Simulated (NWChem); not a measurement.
A series in which one site is exchanged, each optimised at PBE0/def2-SVP with NWChem, gas phase unless a solvent is named. All stand in one matching conformer (torsions within 35°), which need not be the lowest. Some are not confirmed as minima by frequencies. def2 effective core potentials on I; no spin-orbit coupling.

A: C[O][Al]([F])[Cl] (CH3AlClFO; site = F)
B: C[O][Al]([Cl])[I] (CH3AlClIO; site = I)
C: C[O][Al]([Cl])[Cl] (CH3AlCl2O; site = Cl)
D: [AlH]([O]C)[Cl] (CH4AlClO; site = H)

Values for A:

| Quantity | Result |
|---|---|
| dipole (D), PBE0/def2-SVP | 2.02 |
| orbital gap (eV), PBE0/def2-SVP | 7.81 |
| static polarisability, PBE/def2-SVPD (bohr³) | 55.3 |
| lowest singlet excitation, PBE/def2-SVPD, TDA (eV) | 5.31 |

### Question
How do these values change for the other members?

### Answer
```csv
change from A,B,C,D
"dipole (D), PBE0/def2-SVP",-0.14,-0.12,-0.85
"orbital gap (eV), PBE0/def2-SVP",-0.90,0.00,-0.10
"static polarisability, PBE/def2-SVPD (bohr³)",+38.3,+14.8,+4.2
"lowest singlet excitation, PBE/def2-SVPD, TDA (eV)",-0.47,-0.01,+0.15
```
